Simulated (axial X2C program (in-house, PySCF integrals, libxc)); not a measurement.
TlI⁻: properties at the nuclei

Computed with an axial X2C code built on PySCF integrals: two-component X2C with atomic mean-field Coulomb and Gaunt terms, Gaussian nuclei, basis Tl dyall-acv3z, I dyall-acv3z with contracted cores.

R = 3.134 Å (near the PBE0 minimum at charge -1 of the determinant lowest at the starting distance; the state shown can have its own minimum elsewhere).

Determinant lowest in the PBE0 search, Ω = 1/2 (⟨Sz⟩ = -0.45, ⟨Lz⟩ = 0.95 at PBE0), spin on the atoms Tl -0.47, I 0.02:

```csv
level,Eeff magnitude (GV/cm),Ws magnitude Tl (kHz),A∥/gI Tl (MHz),qzz Tl (a.u.),A∥/gI I (MHz),qzz I (a.u.)
PBE0,20.9,47.6,5740,1.10,163,2.04
HF,31.5,73.3,6880,1.62,152,1.47
B3LYP,23.5,53.3,5210,0.91,160,1.94
PBE50,25.5,58.6,6310,1.55,156,1.91
LDA,19.5,44.3,5210,0.71,197,2.24
```

Determinant 0.54 eV from it at PBE0 and this distance, Ω = 3/2 (⟨Sz⟩ = 0.50, ⟨Lz⟩ = 1.00 at PBE0), spin on the atoms Tl 0.52, I -0.02:

```tsv
level	Eeff magnitude (GV/cm)	Ws magnitude Tl (kHz)	A∥/gI Tl (MHz)	qzz Tl (a.u.)	A∥/gI I (MHz)	qzz I (a.u.)
PBE0	3.74	2.83	-180	-1.43	20.7	2.52
HF	14	10.8	-740	-0.95	12.1	1.94
B3LYP	2.61	2.08	-0.787	-1.52	25.2	2.47
PBE50	5.53	4.23	-294	-0.88	17.4	2.39
LDA	2.01	1.45	-8.87	-1.68	29.1	2.74
```

Eeff is the effective electric field on the electron electric dipole moment in this Ω state and Ws the scalar–pseudoscalar constant of the nucleus named (defined with the proton number Z and per Ω); A∥ (defined per Ω) follows by multiplying with gI = μI/(I μN); qzz is the electric field gradient, eQq0 = 234.96 MHz × Q/barn × qzz. The operators were transformed with the bare-nucleus X2C matrices; with these basis sets, hyperfine constants and field gradients can be off by tens of per cent, and where levels differ in sign neither size nor sign is settled.

(1) With gI(205Tl) = 3.2764, gI(127I) = 1.1253, Q(127I) = -0.68822 barn (g factors from the IAEA table of nuclear moments by Stone; Q from Pyykkö, Mol. Phys. 2018), turn the PBE0 values of the first state into constants in MHz.

Each state is one determinant with collinear spin. Unrestricted Hartree–Fock can overshoot spin polarisation at the nuclei. For an anion, determinants above electron detachment, or with a positive highest level, are held by the basis set. Where Eeff spreads by more than a factor of two the levels disagree and none is to be relied on. The search compared states at one distance, so a state with another bond length can lie lower. Where a field gradient or hyperfine factor spreads by more than a factor of two over the levels, a constant derived from it is not to be relied on. PBE0 term energies can be off by some tenths of an eV.

Results:

(1) A∥(205Tl) = 5740 × 3.2764 = 18800 MHz; A∥(127I) = 163 × 1.1253 = 183 MHz; eQq0(127I) = 234.96 × (-0.68822) × (2.04) = -330 MHz.
